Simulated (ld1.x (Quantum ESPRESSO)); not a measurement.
# Logarithmic derivatives: Mn (Z = 25), ultrasoft

Mn (Z = 25), ultrasoft, made with ld1.x (Quantum ESPRESSO) 7.5 (PBE, scalar-relativistic). Core [Ne] 3s2, reference 3p6 3d5 4s1.5 4p0 (charge +0.5). Waves: 4s (bound): rcut 1.70, rcutus 2.25 bohr; 4s channel at -0.1 Ry: rcut 1.70, rcutus 2.25 bohr; 3p (bound): rcut 1.60, rcutus 2.05 bohr; 4p (bound, empty): rcut 1.60, rcutus 2.05 bohr; 3d (bound): rcut 1.45, rcutus 1.80 bohr; 3d channel at 2.75 Ry: rcut 1.45, rcutus 1.80 bohr. Local part: all-electron potential smoothed inside 2.00 bohr (lloc = -1). Core correction: Bessel-smoothed model core, default radius (core density twice the valence density). Augmentation charge: PSQ, radius 1.05 bohr.

The phase is arctan(r·u′/u) with u = r·R(r), unwrapped; energies in Ry, scanned from -6 to 5 Ry. A pole is an energy at which the radial function vanishes at the test radius. The pseudo phase is shifted by a multiple of π to meet the all-electron one at the reference energy, and phase errors are pseudo minus all-electron; the curves can meet again beyond the range given. Levels narrower than the energy grid can be missing from the lists of poles.

Problem. For each channel, where are the poles, and over which energies does the pseudopotential scatter like the atom?

Solution.

| channel | radius (bohr) | reference energy (Ry) | poles, all-electron | poles, pseudo | unbroken range about the reference energy with phases within 0.05 rad | phase error 1 Ry above the reference energy (rad) |
| --- | --- | --- | --- | --- | --- | --- |
| s | 2.46 | -0.62 | 1.91 | 1.71, 2.18 | below 1.8 | -0.000 |
| p | 2.46 | -0.30 | -4.27, 2.96 | -4.27, 3.26 | below 4.5 | +0.013 |
| d | 2.46 | -0.78 | -0.59, 4.65 | -0.59, 4.71 | the whole range | +0.003 |

Phases in the d channel:

```json
{"E (Ry)": "-6.00", "all-electron": "1.403", "pseudo": "1.403"}
{"E (Ry)": "-5.48", "all-electron": "1.395", "pseudo": "1.395"}
{"E (Ry)": "-4.96", "all-electron": "1.385", "pseudo": "1.386"}
{"E (Ry)": "-4.44", "all-electron": "1.374", "pseudo": "1.375"}
{"E (Ry)": "-3.92", "all-electron": "1.361", "pseudo": "1.361"}
{"E (Ry)": "-3.40", "all-electron": "1.344", "pseudo": "1.345"}
{"E (Ry)": "-2.88", "all-electron": "1.322", "pseudo": "1.323"}
{"E (Ry)": "-2.36", "all-electron": "1.290", "pseudo": "1.291"}
{"E (Ry)": "-1.84", "all-electron": "1.237", "pseudo": "1.238"}
{"E (Ry)": "-1.32", "all-electron": "1.100", "pseudo": "1.102"}
{"E (Ry)": "-0.80", "all-electron": "-0.983", "pseudo": "-0.983"}
{"E (Ry)": "-0.28", "all-electron": "-1.762", "pseudo": "-1.760"}
{"E (Ry)": "0.24", "all-electron": "-1.917", "pseudo": "-1.913"}
{"E (Ry)": "0.76", "all-electron": "-2.099", "pseudo": "-2.094"}
{"E (Ry)": "1.28", "all-electron": "-2.494", "pseudo": "-2.484"}
{"E (Ry)": "1.80", "all-electron": "-3.438", "pseudo": "-3.428"}
{"E (Ry)": "2.32", "all-electron": "-4.163", "pseudo": "-4.162"}
{"E (Ry)": "2.84", "all-electron": "-4.434", "pseudo": "-4.434"}
{"E (Ry)": "3.36", "all-electron": "-4.561", "pseudo": "-4.560"}
{"E (Ry)": "3.88", "all-electron": "-4.637", "pseudo": "-4.635"}
{"E (Ry)": "4.40", "all-electron": "-4.691", "pseudo": "-4.687"}
{"E (Ry)": "4.92", "all-electron": "-4.734", "pseudo": "-4.728"}
```
